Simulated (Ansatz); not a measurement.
Molecule: sum formula CuOH (charge +1, doublet). The spin state was set by rule; other spins were not relaxed. 
Coordinates optimised at B3LYP-D3(BJ)/def2-TZVP (Ansatz, a first-principles code):
```
O
H 1 0.9797
Cu 1 1.8122 2 124.06
```
Charge +1, spin multiplicity 2.

Parts of the frozen-core correlation energy in def2-SVP (Ansatz, hartree). Frozen orbitals: 10; correlated occupied orbitals by spin: 9 and 8; virtual: 31 and 32. Open shells are spin-unrestricted. No spin-orbit coupling. No relativistic terms.

```csv
term,value
reference (HF),-1713.80634
MP2 opposite-spin,?
MP2 same-spin,-0.14697
CCSD correlation,?
(T),?
T1 diagnostic,0.043
largest doubles amplitude,0.034
<S^2> of the reference,0.757
```

Fill in the missing entries.


- MP2 opposite-spin, value: -0.29008
- CCSD correlation, value: -0.42148
- (T), value: -0.01380
